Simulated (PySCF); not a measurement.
**Where the electron goes**

Compound: C3H11NSi2.
Atom-mapped SMILES: `[CH2:1]=[CH:2][CH2:3][N:4]([SiH3:5])[SiH3:6]` (hydrogens: H7, H8 on C1; H9 on C2; H10, H11 on C3; H12, H13, H14 on Si5; H15, H16, H17 on Si6)

Cartesian coordinates in Å at the GFN2-xTB level; atoms count from 1:
```
atom  x, y, z in Å
C1     2.418   -0.955   -0.223
C2     1.600    0.077   -0.138
C3     0.371    0.255   -0.972
N4    -0.835    0.248   -0.159
Si5   -1.392   -1.320    0.343
Si6   -1.296    1.743    0.592
H7     3.281   -1.057    0.414
H8     2.262   -1.741   -0.944
H9     1.762    0.855    0.597
H10    0.433    1.211   -1.504
H11    0.309   -0.546   -1.714
H12   -2.721   -1.123    0.909
H13   -0.499   -1.939    1.331
H14   -1.424   -2.149   -0.865
H15   -1.067    2.787   -0.411
H16   -0.506    2.053    1.793
H17   -2.705    1.613    0.941
```

Computed with PySCF, TDDFT wB97X-D/def2-SVPD, vertical, gas phase, core orbitals frozen in the response.

Kohn–Sham orbitals with the atoms that hold most of them (Löwdin shares over 4%, at most four atoms; ? is withheld):

```tsv
orbital	ε (eV)	atoms
HOMO-3	-11.50	N4 24%, C3 15%, Si6 13%, Si5 12%
HOMO-2	-11.39	Si5 22%, Si6 20%, H15 13%, H14 12%
HOMO-1	-9.73	C1 36%, C2 34%, C3 8%
HOMO	-8.81	?
LUMO	1.66	?
LUMO+1	2.09	Si5 20%, Si6 18%, C2 12%, C1 11%
LUMO+2	2.21	Si6 28%, Si5 19%, H15 7%, H16 6%
```

(1) Which atoms hold the HOMO, and with what shares?

(2) Give the leading atoms of the LUMO.

(3) How does S1 compare with the orbital gap of 10.47 eV?

Answers

(1) N4 (bonded to C and 2 Si) 51%; Si6 (bonded to N and 3 H) 8%; Si5 (bonded to N and 3 H) 7%; C2 (bonded to 2 C and H) 7%. By element: nitrogen 51%, silicon 16%, carbon 7% or more.

(2) C1 (bonded to C and 2 H) 20%; C2 (bonded to 2 C and H) 16%; Si6 (bonded to N and 3 H) 13%; Si5 (bonded to N and 3 H) 10%. By element: carbon 36% or more, silicon 22%.

(3) S1 is at 6.03 eV (f = 0.011), 4.44 eV below the gap, made of HOMO→LUMO (93%). Without the coupling terms of the response equations the lowest excitation would equal the gap.

Next come S2 at 6.57 eV (f 0.021), HOMO→LUMO+1 (48%), HOMO→LUMO+2 (44%); S3 at 6.87 eV (f 0.020), HOMO→LUMO+3 (46%), HOMO→LUMO+4 (35%); S4 at 7.23 eV (f 0.040), HOMO→LUMO+2 (45%), HOMO→LUMO+1 (37%); S5 at 7.46 eV (f 0.051), HOMO→LUMO+5 (28%), HOMO-1→LUMO (22%), HOMO→LUMO+6 (12%).

Hardware: one thread of an Arm Neoverse V1, no GPU, shared host. Cost: 50 s of wall time, 0.91 GiB resident at most.

One conformer stands for the species.
